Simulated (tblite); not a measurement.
C₃H₇F₂Si (doublet state).
Cartesian coordinates in Å at the GFN2-xTB level; atoms count from 1:
```
atom  x, y, z in Å
C1     1.6515    0.7088   -0.3660
C2     0.6314    0.5585    0.6955
F3     0.1090    1.7381    1.1537
C4    -0.2469   -0.6065    0.8628
Si5   -1.6869   -0.6240   -0.4254
F6    -0.9696   -0.7050   -1.8680
H7     2.3475    1.5040   -0.1018
H8     1.2051    0.9684   -1.3340
H9     2.1974   -0.2233   -0.4876
H10    0.3430   -1.5160    0.7516
H11   -0.6791   -0.5997    1.8639
H12   -2.4176    0.6295   -0.4292
H13   -2.4893   -1.8322   -0.3331
```

Level: GFN2-xTB in tblite, geometry and Hessian alike; calculated harmonic values, unscaled, isolated species. Against measured fundamentals such values can be off by several per cent, at times by over 20. Modes of hydrogen on silicon can be 10 to 20 % off. One conformer, not necessarily the lowest. Open shells enter through the occupations alone, without spin polarisation, and single modes of such species can be off by tens of per cent.

Harmonic wavenumbers (cm⁻¹): 39.2, 64.4, 98.8, 117.7, 188.0, 317.5, 338.3, 398.7, 494.8, 559.9, 634.9, 702.0, 749.1, 781.2, 821.0, 828.2, 981.5, 1013.2, 1069.3, 1192.7, 1244.7, 1301.0, 1392.2, 1435.3, 1453.9, 1466.3, 2342.4, 2376.6, 2888.9, 2981.4, 2990.7, 3016.4, 3042.0.

A = 4283, B = 1795, C = 1520 MHz; mass 109.029 u (most abundant isotopes); point group C1, symmetry number 1; spin multiplicity 2.

Q: Zero-point energy?

A: Half the sum of the wavenumbers: 19661 cm⁻¹ = 235.20 kJ/mol.

Q: What is S at 350 K and 1 bar for an ideal gas of classical rigid rotors and harmonic oscillators?

A: Translation 170.70, rotation 117.94, vibration 121.96, spin (R ln 2) 5.76: S = 416.4 J/(mol K).

Q: And Cp and H(350 K) − H(0)?

A: Cp = 144.41 J/(mol K), of which vibrations give 111.16 (their classical limit is 33 R = 274.4); H(350 K) − H(0) = 32.59 kJ/mol without the zero-point energy, 20.95 from vibrations.

Q: Blend soft modes into free rotors: weight 1/[1 + (100 cm⁻¹/ν̃)⁴] for the oscillator and the rest for a rotor with moment μB/(μ + B), μ = h/(8π²ν), B = 10⁻⁴⁴ kg m². What vibrational entropy results?

A: 108.39 J/(mol K) in place of 121.96, which changes −T·S at 350 K by +4.75 kJ/mol.

Q: Which modes carry the vibrational entropy at 350 K?

A: 39.2 cm⁻¹: 23.50; 64.4 cm⁻¹: 19.39; 98.8 cm⁻¹: 15.86; 117.7 cm⁻¹: 14.43; 188.0 cm⁻¹: 10.66; 317.5 cm⁻¹: 6.67 J/(mol K); the other 27 give 31.44 together.

Q: What must be added to the electronic energy to get the Gibbs energy at 350 K and 1 bar?

A: ZPE + [H(350 K) − H(0)] − T·S = 235.20 + 32.59 − 145.73 = 122.06 kJ/mol.

Hindered rotation and anharmonicity are outside this model. Other conformers, if any are populated, would add a mixing term that is left out. The structure is chiral; the term R ln 2 for an equal mix with its mirror image is left out.
